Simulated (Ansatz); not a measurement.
One change: `C[SiH]1[SiH2]C1=O` becomes `O=C1[SiH2][SiH]1Cl`.

Ansatz, PBE0-D4/def2-TZVP geometries, multiplicity 1. 

| property | `C[SiH]1[SiH2]C1=O` |
| --- | --- |
| LUMO energy (PBE0/def2-TZVPP) / eV | -1.76 |
| HOMO–LUMO gap (PBE/def2-TZVPP) / eV | 1.79 |
| HOMO–LUMO gap (B3LYP/def2-TZVPP) / eV | 3.47 |
| HOMO energy (PBE/def2-TZVPP) / eV | -4.50 |
| HOMO energy (PBE0/def2-TZVPP) / eV | -5.60 |
| LUMO energy (PBE/def2-TZVPP) / eV | -2.71 |

Problem. What does the change do to each property? (Best estimate.)

Solution. The calculation gave: 
| property | `O=C1[SiH2][SiH]1Cl` | shift |
| --- | --- | --- |
| LUMO energy (PBE0/def2-TZVPP) / eV | -2.36 | -0.60 |
| HOMO–LUMO gap (PBE/def2-TZVPP) / eV | 1.69 | -0.10 |
| HOMO–LUMO gap (B3LYP/def2-TZVPP) / eV | 3.33 | -0.14 |
| HOMO energy (PBE/def2-TZVPP) / eV | -4.96 | -0.46 |
| HOMO energy (PBE0/def2-TZVPP) / eV | -6.04 | -0.44 |
| LUMO energy (PBE/def2-TZVPP) / eV | -3.27 | -0.56 |

With PBE0 the HOMO falls by 0.44 eV and the LUMO falls by 0.60 eV, so the gap narrows by about 0.16 eV. PBE moves the HOMO by -0.46 eV and ωB97M-V by -0.40 eV.

B3LYP here is the variant with VWN-RPA as its local correlation; programs differ in this.
